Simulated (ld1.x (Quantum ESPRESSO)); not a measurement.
Scattering properties, TM potential for K (Z = 19)

```json
{
 "Element": "potassium",
 "Generator": "ld1.x (Quantum ESPRESSO) 7.5",
 "Type": "norm-conserving Troullier–Martins (Kleinman–Bylander form)",
 "Functional": "PBE",
 "Relativity": "scalar-relativistic",
 "Frozen core": "[Ar]",
 "Valence charge": "1",
 "Reference configuration": "4s1 4p0",
 "Partial waves": "4s (bound): rc 3.30 bohr; 4p (bound, empty): rc 3.20 bohr; 4f channel at 0.2 Ry: rc 3.00 bohr; 3d channel at 0.05 Ry: rc 3.50 bohr",
 "Local potential": "the d channel",
 "Core correction": "a·sin(br)/r model core, default radius (core density twice the valence density)"
}
```

The phase is arctan(r·u′/u) with u = r·R(r), unwrapped; energies in Ry, scanned from -2 to 5 Ry. A pole is an energy at which the radial function vanishes at the test radius. The pseudo phase is shifted by a multiple of π to meet the all-electron one at the reference energy, and phase errors are pseudo minus all-electron; the curves can meet again beyond the range given. Levels narrower than the energy grid can be missing from the lists of poles.

Problem. For each channel, where are the poles, and over which energies does the pseudopotential scatter like the atom?

Solution.

| channel | radius (bohr) | reference energy (Ry) | poles, all-electron | poles, pseudo | unbroken range about the reference energy with phases within 0.05 rad | phase error 1 Ry above the reference energy (rad) |
| --- | --- | --- | --- | --- | --- | --- |
| s | 3.81 | -0.17 | 0.92, 4.87 | -1.23, 0.90, 4.02 | -1.2 to 2.0 | -0.003 |
| p | 3.81 | -0.06 | -1.36, 1.48 | 0.15, 1.92 | -1.2 to 0.0 | -3.010 |
| d | 3.81 | 0.05 | 0.39, 2.47 | 0.42, 3.33 | below 0.5 | +0.452 |
| f | 3.81 | 0.20 | 2.31 | 2.15, 4.86 | below 2.3 | -0.046 |

Note: ghost state, extra bound levels that the all-electron valence spectrum of the same l lacks: s at -16.9 eV. A true bound ghost makes a file unfit for plane-wave use.

Phases in the d channel:

| E (Ry) | all-electron | pseudo |
| --- | --- | --- |
| -2.00 | 1.389 | 1.391 |
| -1.52 | 1.364 | 1.366 |
| -1.04 | 1.324 | 1.327 |
| -0.56 | 1.243 | 1.248 |
| -0.08 | 0.883 | 0.888 |
| 0.40 | -1.589 | -1.545 |
| 0.88 | -2.051 | -1.858 |
| 1.36 | -3.951 | -2.452 |
| 1.84 | -4.544 | -4.144 |
| 2.32 | -4.684 | -4.521 |
| 2.80 | -4.769 | -4.640 |
| 3.28 | -4.864 | -4.707 |
| 3.76 | -5.093 | -4.760 |
| 4.24 | -6.853 | -4.821 |
| 4.72 | -7.620 | -4.928 |
